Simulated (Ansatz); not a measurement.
```yaml
atoms:
  - { symbol: H, position_ang: [0.0000, 0.0000, -1.1167] }
  - { symbol: Cl, position_ang: [0.0000, 0.0000, 0.0657] }
```

Basis set: def2-TZVP (spherical functions). Frozen core: 5 orbitals. Charge 0, multiplicity 1.

Computed with Ansatz (development build ahead of 0.2.0); each method stands on the lowest determinant of its kind that the runs found. Restricted open shells among the atoms or ions are ROHF, correlated in semicanonical orbitals with singles.

The atomization energy at this shape (free ground-state atoms in the same class of orbitals less the molecule, no zero-point energy) of singlet HCl:

```json
{"method": "RHF", "atomization energy": "320.2 kJ/mol"}
```

**Question.** What does RHF-MP2 give?

**Answer.** 408.0 kJ/mol. Caution: the shape is not the minimum.
